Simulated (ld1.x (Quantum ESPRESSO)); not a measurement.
u(r) = r·R(r): atom against pseudo-atom (helium)

Columns: radius, all-electron u(r) and pseudo u(r) of the 1s shell (level -15.76 eV) of helium in the configuration 1s2; PBE, scalar-relativistic, RRKJ scheme, ld1.x (Quantum ESPRESSO) 7.5.

```json
{"r (bohr)": "0.025", "all-electron": "0.1144", "pseudo": "0.0961"}
{"r (bohr)": "0.050", "all-electron": "0.2176", "pseudo": "0.1906"}
{"r (bohr)": "0.075", "all-electron": "0.3104", "pseudo": "0.2821"}
{"r (bohr)": "0.100", "all-electron": "0.3937", "pseudo": "0.3691"}
{"r (bohr)": "0.125", "all-electron": "0.4682", "pseudo": "0.4503"}
{"r (bohr)": "0.150", "all-electron": "0.5347", "pseudo": "0.5246"}
{"r (bohr)": "0.175", "all-electron": "0.5939", "pseudo": "0.5912"}
{"r (bohr)": "0.200", "all-electron": "0.6463", "pseudo": "0.6497"}
{"r (bohr)": "0.225", "all-electron": "0.6925", "pseudo": "0.7000"}
{"r (bohr)": "0.250", "all-electron": "0.7331", "pseudo": "0.7426"}
{"r (bohr)": "0.275", "all-electron": "0.7686", "pseudo": "0.7782"}
{"r (bohr)": "0.300", "all-electron": "0.7993", "pseudo": "0.8077"}
{"r (bohr)": "0.325", "all-electron": "0.8257", "pseudo": "0.8321"}
{"r (bohr)": "0.350", "all-electron": "0.8483", "pseudo": "0.8524"}
{"r (bohr)": "0.375", "all-electron": "0.8672", "pseudo": "0.8695"}
{"r (bohr)": "0.400", "all-electron": "0.8829", "pseudo": "0.8839"}
{"r (bohr)": "0.425", "all-electron": "0.8957", "pseudo": "0.8960"}
{"r (bohr)": "0.450", "all-electron": "0.9057", "pseudo": "0.9057"}
{"r (bohr)": "0.475", "all-electron": "0.9133", "pseudo": "0.9133"}
{"r (bohr)": "0.500", "all-electron": "0.9187", "pseudo": "0.9187"}
{"r (bohr)": "0.525", "all-electron": "0.9220", "pseudo": "0.9220"}
{"r (bohr)": "0.550", "all-electron": "0.9235", "pseudo": "0.9235"}
{"r (bohr)": "0.575", "all-electron": "0.9234", "pseudo": "0.9234"}
{"r (bohr)": "0.600", "all-electron": "0.9217", "pseudo": "0.9217"}
{"r (bohr)": "0.625", "all-electron": "0.9188", "pseudo": "0.9188"}
{"r (bohr)": "0.650", "all-electron": "0.9146", "pseudo": "0.9146"}
```

(1) How many radial nodes do the two functions have?

(2) At about which radius was the pseudo-wave matched?

(3) Where does each function peak?

(4) Is the pseudo-wave norm-conserving?

Answers

(1) The all-electron 1s function has n − l − 1 = 0; the pseudo-wave has 0.

(2) 0.50 bohr. The columns agree to 0.0005 from 0.42 bohr on; several derivatives are matched, so the curves merge somewhat inside the radius.

(3) Outermost all-electron maximum near 0.55 bohr, pseudo maximum near 0.55 bohr (to the table’s step).

(4) Yes: the RRKJ scheme keeps the norm inside the radius equal to the all-electron one, which fixes the energy derivative of the logarithmic derivative at the level.
